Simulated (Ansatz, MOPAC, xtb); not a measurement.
Dimer: H4Sn (SMILES [SnH4]) (first 5 atoms) with CH4 (SMILES C); geometry from B3LYP-D3(BJ)/def2-TZVP.
(charge 0, multiplicity 1):
```xyz
10

Sn     0.13357     0.15213    -0.08765
H     -1.29136     0.93228     0.43940
H      0.07293    -1.50056     0.33888
H      0.26166     0.29418    -1.78656
H      1.49186     0.88353     0.64501
C     -0.13230    -0.15104     3.79039
H      0.84418     0.26132     3.53990
H     -0.21865    -0.24696     4.87178
H     -0.91311     0.51320     3.42232
H     -0.24201    -1.13206     3.33001
```

Counterpoise-corrected where a basis set is named; no monomer relaxation.

The state that PM6 reach isn't checked.

Codes used: Ansatz (Gaussian basis) for Hartree–Fock, density functionals and correlated methods; MOPAC for PM6 (differences of heats of formation); xtb for the GFN methods. Each number belongs to the level named beside it. In def2 rows elements past Kr take small-core potentials, without spin–orbit coupling.

Q: One of these levels gives -0.23 kcal/mol for the interaction energy. Which one is it?
A) revPBE/def2-TZVPPD
B) PM6
C) GFN2-xTB

A: B, PM6. The others give -0.94 (GFN2-xTB), 0.75 (revPBE/def2-TZVPPD)

Ansatz is a first-principles code.
